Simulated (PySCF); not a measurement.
Bond curve of K2

Set-up: basis K def2-TZVPP; no relativity; PySCF 2.14. Energies in eV from K + K in their ground configurations at the same level. State: ¹Σg⁺ (singlet), closed shell.

All columns are PBE0.

```json
{"R (Å)": "3.449", "E (eV)": "-0.384", "HOMO (eV)": "-3.04", "LUMO (eV)": "-1.14", "Mayer bond order": "0.99", "⟨S²⟩": "0.00"}
{"R (Å)": "3.609", "E (eV)": "-0.447", "HOMO (eV)": "-3.00", "LUMO (eV)": "-1.16", "Mayer bond order": "0.99", "⟨S²⟩": "0.00"}
{"R (Å)": "3.769", "E (eV)": "-0.485", "HOMO (eV)": "-2.97", "LUMO (eV)": "-1.19", "Mayer bond order": "0.99", "⟨S²⟩": "0.00"}
{"R (Å)": "3.890", "E (eV)": "-0.500", "HOMO (eV)": "-2.94", "LUMO (eV)": "-1.21", "Mayer bond order": "0.99", "⟨S²⟩": "0.00"}
{"R (Å)": "4.010", "E (eV)": "-0.505", "HOMO (eV)": "-2.92", "LUMO (eV)": "-1.23", "Mayer bond order": "0.99", "⟨S²⟩": "0.00"}
{"R (Å)": "4.130", "E (eV)": "-0.501", "HOMO (eV)": "-2.90", "LUMO (eV)": "-1.26", "Mayer bond order": "0.99", "⟨S²⟩": "0.00"}
{"R (Å)": "4.291", "E (eV)": "-0.484", "HOMO (eV)": "-2.87", "LUMO (eV)": "-1.29", "Mayer bond order": "0.99", "⟨S²⟩": "0.00"}
{"R (Å)": "4.491", "E (eV)": "-0.450", "HOMO (eV)": "-2.84", "LUMO (eV)": "-1.34", "Mayer bond order": "0.99", "⟨S²⟩": "0.00"}
{"R (Å)": "4.732", "E (eV)": "-0.395", "HOMO (eV)": "-2.81", "LUMO (eV)": "-1.40", "Mayer bond order": "1.00", "⟨S²⟩": "0.00"}
{"R (Å)": "5.053", "E (eV)": "-0.307", "HOMO (eV)": "-2.77", "LUMO (eV)": "-1.48", "Mayer bond order": "1.00", "⟨S²⟩": "0.00"}
```

Closed-shell solutions of metal pairs were not tested for spin polarisation, which can lower them a little.
